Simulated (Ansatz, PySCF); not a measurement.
Molecule: SbF3, net charge 0, singlet state. SMILES: [F][Sb]([F])[F]
Geometry from a B3LYP-D3(BJ)/def2-TZVP (Ansatz, a first-principles code) optimisation:
```
Sb
F 1 1.9022
F 1 1.9022 2 95.00
F 1 1.9022 2 95.00 3 -95.48
```

Property: atomisation energy (electronic, to ground-state atoms), in kcal/mol. Valence correlation only, unless marked. Open shells are spin-unrestricted. Spin-orbit coupling is left out. Frozen are the shells of the preceding noble gas and the d and f shells that filled before the atom's block. In def2 rows, elements after Kr have scalar-relativistic effective core potentials. The coupled-cluster limit lacks core correlation, which all-electron functionals hold. CBS(X,Y): correlation extrapolated as X^-3; Hartree-Fock from the larger set. The bracket is a focal-point correction in the basis named.

```
level                                                                 program  atomisation energy (kcal/mol)
-------------------------------------------------------------  --------------  -----------------------------
r2SCAN-D3(BJ)/def2-TZVPD                                       Ansatz + dftd3                          321.2
PBE0-D3(BJ)/def2-TZVP                                          Ansatz + dftd3                          311.4
TPSSh/def2-TZVPD                                                        PySCF                          316.2
PBE-QIDH/def2-TZVPD                                                    Ansatz                          308.0
MP2/def2-TZVPP                                                         Ansatz                          327.0
RI-MP2/def2-QZVPPD                                                     Ansatz                          341.0
RI-MP2/CBS(def2-TZVPPD,def2-QZVPPD)+[CCSD(T)-MP2]/def2-TZVPPD          Ansatz                          323.4
```
